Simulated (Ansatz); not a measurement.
Ansatz results at the PBE0-D4/def2-TZVP geometry: HOMO–LUMO gap (PBE0/def2-TZVPP) 8.51 eV; LUMO energy (PBE0/def2-TZVPP) 0.82 eV; LUMO energy (PBE/def2-TZVPP) -0.07 eV.

**Question.** Which molecule gave them?
A. `[SeH][SiH]([SeH])[SeH]`
B. `C=C[SiH](Cl)Cl`
C. `C[Si](C)(C)Cl`
D. `CC(C)(C)[Si](Cl)(Cl)C(C)(C)C`

**Answer.** D. The others give `C[Si](C)(C)Cl`: 9.23, 0.90, 0.15; `[SeH][SiH]([SeH])[SeH]`: 6.26, -0.85, -1.68; `C=C[SiH](Cl)Cl`: 7.46, -1.08, -2.07.
